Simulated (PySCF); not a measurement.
## Electric field gradients and quadrupole coupling constants

Species: C6H14OSi2.
SMILES with atom numbers: `[CH2:1]=[CH:2][CH2:3][C@@H:4]1[CH2:5][C@H:6]1[SiH2:7][O:8][SiH3:9]` (hydrogens: H10, H11 on C1; H12 on C2; H13, H14 on C3; H15 on C4; H16, H17 on C5; H18 on C6; H19, H20 on Si7; H21, H22, H23 on Si9)

Cartesian coordinates in Å at the GFN2-xTB level; atoms count from 1:
```xyz
23
C6H14OSi2 angstrom
C     -3.4804    1.6681    0.5424
C     -2.7062    0.8576   -0.1535
C     -2.0148   -0.3467    0.4071
C     -0.5225   -0.2754    0.1596
C      0.0458   -0.7861   -1.1227
C      0.3051   -1.5340    0.1605
Si     2.0251   -1.5558    0.9244
O      2.7235   -0.1100    0.7067
Si     3.2981    1.2931    0.1442
H     -3.9589    2.5256    0.1000
H     -3.6745    1.5032    1.5900
H     -2.5204    1.0444   -1.2036
H     -2.2136   -0.4238    1.4792
H     -2.4114   -1.2445   -0.0774
H     -0.0604    0.6118    0.5775
H     -0.6308   -1.2286   -1.8408
H      0.8652   -0.2459   -1.5742
H     -0.2648   -2.4497    0.2755
H      2.8792   -2.5411    0.2578
H      1.9620   -1.7271    2.3758
H      3.7353    2.0324    1.3251
H      4.3992    0.9766   -0.7639
H      2.2152    1.9830   -0.5592
```

Field gradients from the PBE0/pcSseg-1 density (PySCF, non-relativistic), principal values in atomic units, ordered |Vxx| ≤ |Vyy| ≤ |Vzz|:

| atom | Vxx | Vyy | Vzz |
| --- | --- | --- | --- |
| O8 | -0.5220 | -0.6216 | 1.1436 |

Task: Find the asymmetry η = (Vxx − Vyy)/Vzz and the couplings χ = eQV/h (234.96 MHz × Q in barn × V in au), with Q(17O) = −0.0256 b.

Result: 
```tsv
atom	environment	nucleus	η	χzz (MHz)	χxx (MHz)	χyy (MHz)
O8	siloxane oxygen	17O	0.09	-6.88	3.14	3.74
```

Task: What is Vzz at O8 in SI units (1 au = 9.71736 × 10²¹ V/m²)?

Result: 1.1436 au = 11.113 × 10²¹ V/m².

Task: And the gradient at the other heavy atoms, for which no coupling is worked out here?

Result: 
```json
{"atom": "C1", "environment": "terminal =CH2 carbon", "Vzz (au)": "0.286", "η": "0.47"}
{"atom": "C2", "environment": "alkene CH carbon", "Vzz (au)": "0.337", "η": "0.55"}
{"atom": "C3", "environment": "allylic carbon", "Vzz (au)": "-0.065", "η": "0.61"}
{"atom": "C4", "environment": "three-membered-ring carbon", "Vzz (au)": "0.172", "η": "0.23"}
{"atom": "C5", "environment": "three-membered-ring carbon", "Vzz (au)": "0.178", "η": "0.08"}
{"atom": "C6", "environment": "sp3 carbon bound to silicon", "Vzz (au)": "0.201", "η": "0.23"}
{"atom": "Si7", "environment": "oxygen-bound silicon", "Vzz (au)": "0.574", "η": "0.21"}
{"atom": "Si9", "environment": "oxygen-bound silicon", "Vzz (au)": "0.585", "η": "0.07"}
```

Task: What couplings would deuterons (Q(2H) = 0.00286 b) have in place of the hydrogens, at this geometry?

Result: 
| atom | bonded to | bond length (Å) | Vzz (au) | η | χzz (kHz) |
| --- | --- | --- | --- | --- | --- |
| H10 | C1 | 1.077 | 0.3384 | 0.05 | 227 |
| H11 | C1 | 1.078 | 0.3355 | 0.06 | 225 |
| H12 | C2 | 1.083 | 0.3236 | 0.05 | 217 |
| H13 | C3 | 1.093 | 0.3014 | 0.02 | 203 |
| H14 | C3 | 1.095 | 0.2992 | 0.01 | 201 |
| H15 | C4 | 1.084 | 0.3186 | 0.08 | 214 |
| H16 | C5 | 1.081 | 0.3290 | 0.07 | 221 |
| H17 | C5 | 1.080 | 0.3306 | 0.07 | 222 |
| H18 | C6 | 1.085 | 0.3252 | 0.07 | 219 |
| H19 | Si7 | 1.464 | 0.1592 | 0.02 | 107 |
| H20 | Si7 | 1.463 | 0.1605 | 0.02 | 108 |
| H21 | Si9 | 1.460 | 0.1620 | 0.02 | 109 |
| H22 | Si9 | 1.462 | 0.1607 | 0.02 | 108 |
| H23 | Si9 | 1.464 | 0.1584 | 0.03 | 106 |

The structure is a single GFN2-xTB conformer in the gas phase; no vibrational or solvent corrections. GFN2-xTB frequencies show an imaginary mode (43i cm⁻¹), so this geometry is no minimum at that level. GFN2-xTB bond lengths can be off by several hundredths of an ångström, more for odd bonds, and the gradients follow them. A larger basis could move these couplings by a tenth or more.
